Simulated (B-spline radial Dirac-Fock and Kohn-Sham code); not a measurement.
## 3d3/2 photoionisation of Rb⁶⁺ near threshold

System: rubidium as Rb⁶⁺, [Ar] 3d10 4s2 4p1. The computed 3d3/2 threshold is 210.7 eV; without correlation, outer thresholds are uncertain by 1 to 2 eV. With an open shell the threshold is an average over the terms of the final ion.

The run's input, task.json:

```json
{"items": [{
  "Z": 37,
  "q": 6,
  "cfg": [[1, 0, 2], [2, 0, 2], [2, 1, 6], [3, 0, 2], [3, 1, 6], [3, 2, 10], [4, 0, 2], [4, 1, 1]],
  "A": 85,
  "rrms": 4.2036,
  "do": ["binding", "quiet", "photo", "scan"],
  "hv": [31.1, 32.0, 42.2, 43.3, 55.0, 63.8, 66.3, 79.4, 152.0, 236.0, 244.0, 274.0, 352.0, 658.0, 733.0, 1250.0, 5580.0, 6000.0, 6550.0, 8600.0, 13600.0, 31100.0, 93100.0, 157000.0]
}]}
```

Run with: `python xray_run.py task.json out`

Level of theory: the independent-particle Dirac-Slater model, thresholds from Dirac-Fock; an atomic code on a B-spline grid. Interchannel coupling and autoionising resonances are not included, so magnitudes near threshold are approximate.

| kinetic energy (eV) | σ (Mb) | β |
| --- | --- | --- |
| 1.5 | 2.31 | 0.29 |
| 1.9 | 2.31 | 0.29 |
| 2.3 | 2.30 | 0.29 |
| 2.9 | 2.30 | 0.29 |
| 3.7 | 2.30 | 0.29 |
| 4.6 | 2.29 | 0.29 |
| 5.7 | 2.28 | 0.30 |
| 7.2 | 2.27 | 0.30 |
| 9.0 | 2.26 | 0.31 |
| 11.2 | 2.24 | 0.32 |
| 14.0 | 2.21 | 0.34 |
| 17.5 | 2.18 | 0.36 |
| 21.9 | 2.14 | 0.39 |
| 27.4 | 2.09 | 0.43 |
| 34.2 | 2.02 | 0.47 |
| 42.8 | 1.94 | 0.52 |
| 53.5 | 1.84 | 0.58 |
| 66.9 | 1.71 | 0.65 |
| 83.7 | 1.57 | 0.72 |
| 104.7 | 1.41 | 0.79 |
| 130.9 | 1.22 | 0.87 |
| 163.6 | 1.02 | 0.95 |
| 204.6 | 0.816 | 1.02 |
| 255.8 | 0.625 | 1.09 |
| 319.9 | 0.459 | 1.14 |
| 400.0 | 0.323 | 1.19 |

The cross section shows no minimum in this range. It is largest at the lowest energy, 2.31 Mb. β ranges from 0.29 (at 2.9 eV) to 1.19.

Run: 4.5 s of CPU time on 1 thread of Neoverse-N1 (shared host), peak memory 0.32 GiB.
